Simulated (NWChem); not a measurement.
System: CH$_{4}$SSi, singlet; SMILES C[Si]S

```xyz
7

Si    -0.7383    -0.5504     0.2999
C      0.8269    -1.6335     0.0246
H      1.2003    -1.9386     1.0145
H      1.6572    -1.1742    -0.5222
H      0.5394    -2.5621    -0.4863
S      0.1807     1.3369    -0.2282
H     -0.8842     2.1410    -0.0124
```
Atoms are numbered in this order, from 1.

Level: B3LYP/6-31G* (spherical d) (NWChem), optimised geometry, unscaled harmonic frequencies. Low-valent species are run as closed-shell singlets; no triplet was tried in these runs.

Question: List the harmonic frequencies with IR intensities, and the thermochemistry.

Answer: 
```
frequency (cm⁻¹)  IR intensity (km/mol)
----------------  ---------------------
35                                  0.2
216                                 3.5
427                                11.4
483                                49.3
627                                42.7
711                                 4.2
736                                 7.7
855                                34.1
1317                               18.9
1473                               13.4
1486                               10.0
2670                                9.1
3019                                2.4
3083                                8.2
3125                                5.3
```

- zero-point energy = 29.0 kcal/mol
- thermal correction to the enthalpy at 298.15 K (with zero-point energy) = 32.8 kcal/mol
- heat capacity Cv = 15.9 cal/(mol K)
- entropy at 298.15 K and 1 atm (symmetry number 1) = 73.9 cal/(mol K)
- dipole moment = 0.67 D

Rigid rotor and harmonic oscillator; modes under 100 cm⁻¹ make the entropy uncertain.
